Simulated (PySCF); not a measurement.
**C₆ coefficients of unlike pairs at UHF**

Calculated with PySCF 2.14 from the dipole response of each species, C₆(A,B) = (3/π) ∫ α_A(iu) α_B(iu) du, in atomic units, from isotropic polarisabilities. For ions this is the dispersion term alone; charge-induced terms of lower order in 1/R come first.

| species | configuration | basis | relativity | α (bohr³) | C₆ (like pair) |
| --- | --- | --- | --- | --- | --- |
| Ar | [Ar] (1S) | aug-cc-pV(D+d)Z (5s4p3d) | none | 9.701 | 56.34 |
| Be | [He] 2s2 (1S) | dyall-acv3z (15s9p4d2f) | spin-free X2C | 45.60 | 282.4 |
| Hf³⁺ | [Xe] 4f14 5d1 (2D) | aug-cc-pwCVTZ-PP with ECP60MDF (8s8p7d4f3g) | core potential | 6.086 | 24.54 |
| B²⁺ | [He] 2s1 (2S) | def2-QZVPPD (8s4p4d2f1g) | none | 7.931 | 11.13 |

Q: Estimate C₆ for B²⁺ with Ar.

A: The integral gives 21.46. The combination rule 2 C_A C_B / (C_A α_B/α_A + C_B α_A/α_B) gives 21.02 and the geometric mean 25.05.

No spin-orbit coupling is included.

The other pairs:

```tsv
pair	C₆
Hf³⁺, Be	61.44
Hf³⁺, Ar	36.76
Be, Ar	98.63
B²⁺, Be	55.49
B²⁺, Hf³⁺	13.47
```
